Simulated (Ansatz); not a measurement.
`[OH][In]([SH])[O][SiH3]` and `[OH][In]([OH])[SH]` differ in one atom or group.

Ansatz, PBE0-D4/def2-TZVP geometries, multiplicity 1. Each molecule was computed in one conformer, which needn't be the lowest.

Elements past krypton have def2 core potentials.

```tsv
property	`[OH][In]([SH])[O][SiH3]`
HOMO energy (B3LYP/def2-TZVPP) / eV	-7.79
LUMO energy (ωB97M-V/def2-TZVPP) / eV	-0.17
ideal-gas entropy at 298 K and 1 bar (rigid rotor, harmonic PBE0-D4/def2-TZVP) / J/(mol·K)	423
size of the dipole moment (B3LYP/def2-TZVPP) / D	0.44
LUMO energy (PBE0/def2-TZVPP) / eV	-2.03
HOMO–LUMO gap (ωB97M-V/def2-TZVPP) / eV	10.08
```

Question: What does the change do to each property? (Estimate.)

Answer: The calculation gave: 
```
                                                                                  property  `[OH][In]([OH])[SH]`  shift
                                                       HOMO energy (B3LYP/def2-TZVPP) / eV                 -7.60   0.19
                                                     LUMO energy (ωB97M-V/def2-TZVPP) / eV                  0.07   0.24
ideal-gas entropy at 298 K and 1 bar (rigid rotor, harmonic PBE0-D4/def2-TZVP) / J/(mol·K)                   360    -63
                                          size of the dipole moment (B3LYP/def2-TZVPP) / D                  0.88   0.44
                                                        LUMO energy (PBE0/def2-TZVPP) / eV                 -1.79   0.24
                                                   HOMO–LUMO gap (ωB97M-V/def2-TZVPP) / eV                 10.14   0.06
```

With PBE0 the HOMO rises by 0.19 eV and the LUMO rises by 0.24 eV, so the gap widens by about 0.05 eV. PBE moves the HOMO by 0.21 eV and ωB97M-V by 0.19 eV. The zero-point energy changes by -42.4 kJ/mol with -9 modes. Dipoles are sizes alone; their direction can turn. Modes under 60 cm⁻¹, often nearly free rotors, make the harmonic entropy too high.

B3LYP here is the variant with VWN-RPA as its local correlation; programs differ in this.
